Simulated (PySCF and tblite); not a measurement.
Results of a calculation; reference values are marked as such.
System: [SnCl5]- (charge -1), with the starting minimum (Å):

```
 1 Sn    0.004    0.000   -0.004
 2 Cl   -0.011    0.002    2.418
 3 Cl    0.042   -0.001   -2.425
 4 Cl    2.394    0.012    0.022
 5 Cl   -1.222    2.051   -0.018
 6 Cl   -1.204   -2.062   -0.015
```

For the Berry pseudorotation at Sn1 with Cl5 as pivot: electronic barrier 1.62 kcal/mol, zero-point change -0.03 kcal/mol, thermal and entropy terms at 250 K a further 0.50 kcal/mol (symmetry numbers apart). The minimum is D3h, the saddle C4v. The path came from a restrained scan, a climbing-image band and a saddle search at GFN2-xTB; energies are PBE/pcSseg-1 (def2-TZVP on Sn) + D3(BJ)//PBE0-D3(BJ)/def2-SVP, thermal terms GFN2-xTB. Rate constants are transition-state-theory values, counting equivalent paths, without tunnelling. (PySCF 2.14 with density fitting, tblite 0.8.)

**Question.** How many equivalent paths lead out of the minimum?

**Answer.** 3: the symmetry number of the minimum is 6, that of the saddle displaced along its mode 2.

**Question.** Work out the rate at 250 K.

**Answer.** ΔG‡ = 2.09 kcal/mol; k_B T/h = 5.2×10¹² s⁻¹; exp(−ΔG‡/RT) = 0.015; times 3 gives k = 2.3×10¹¹ s⁻¹. Wigner's tunnelling factor for the 28i cm⁻¹ mode would be 1.00.

Atoms heavier than Kr carry effective core potentials. The ion is treated without a counter-ion. Spin–orbit effects of heavy atoms on shieldings are missing.
